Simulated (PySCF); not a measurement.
BClI₂, SMILES ClB(I)I.

Geometry: r2SCAN-D4/def2-SVP. The def2 effective core potentials stand for the cores of I; spin–orbit coupling is left out.

These are PySCF with r2SCAN-D4/def2-SVP values and carry that method's errors.

Frequencies are harmonic and unscaled.

| mode | ν (cm⁻¹) | IR (km/mol) | Raman (Å⁴/amu) | depolarisation | moving atoms (share of kinetic energy) |
|---|---|---|---|---|---|
| 1 | 120 | 0.0 | 4.4 | 0.62 | I 84 %, Cl 13 % |
| 2 | 174 | 0.3 | 2.8 | 0.75 | Cl 69 %, I 31 % |
| 3 | 285 | 0.2 | 9.3 | 0.12 | Cl 60 %, I 31 %, B 9 % |
| 4 | 360 | 0.0 | 1.0 | 0.75 | B 94 % |
| 5 | 727 | 331.5 | 0.6 | 0.75 | B 96 % |
| 6 | 903 | 286.6 | 0.1 | 0.41 | B 84 %, Cl 16 % |
